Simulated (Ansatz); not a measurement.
Reaction (redistribution): `CC(C)(C)[O][Ga]([Cl])[Cl]` + `[F][Ga-]1([Cl])[O]C=CC=[O+]1` → `[Cl][Ga-]1([Cl])[O]C=CC=[O+]1` + `CC(C)(C)[O][Ga]([F])[Cl]`

Gas-phase electronic energies from Ansatz, PBE0-D4/def2-TZVP geometries. CCSD(T)/CBS is the MP2 limit (def2-TZVPP, def2-QZVPP) plus CCSD(T) − MP2 in def2-TZVPP, frozen cores. Functionals use def2-TZVPP. For Ga outer-core shells are correlated without core-valence functions, which leaves a few kJ/mol of doubt a bond. Scalar relativity is left out up to krypton. One conformer a species, not always the lowest.

| level | ΔE (kcal/mol) | difference from CCSD(T)/CBS |
| --- | --- | --- |
| BLYP-D4 | 0.6 | -0.3 |
| r2SCAN0-D4 | 0.8 | -0.1 |
| PBE | 0.5 | -0.4 |
| revPBE | 0.5 | -0.4 |
| BLYP | 0.5 | -0.4 |
| PBE0 | 0.7 | -0.2 |
| r2SCAN0 | 0.8 | -0.1 |
| RPA@PBE/def2-TZVPP | 0.7 | -0.2 |
| HF/def2-SVP | 1.0 | 0.1 |
| MP2/def2-SVP | 0.9 | 0.0 |
| CCSD/def2-SVP | 1.1 | 0.2 |
| CCSD(T)/def2-SVP | 1.1 | 0.2 |
| MP2/def2-TZVPP | 0.6 | -0.3 |
| CCSD(T)/def2-TZVPP | 0.7 | -0.2 |
| MP2/def2-QZVPP | 0.8 | -0.1 |
| HF/CBS(def2) | 1.1 | 0.2 |
| CCSD(T)/CBS | 0.9 | 0 |

Largest T1 diagnostic among the species: 0.017.

Leaving LDA and LC-ωPBE aside and taking each functional with its dispersion term where it has one, the values, not all of them listed here, spread over 0.4 kcal/mol, from revPBE-D4 to BHLYP-D4.
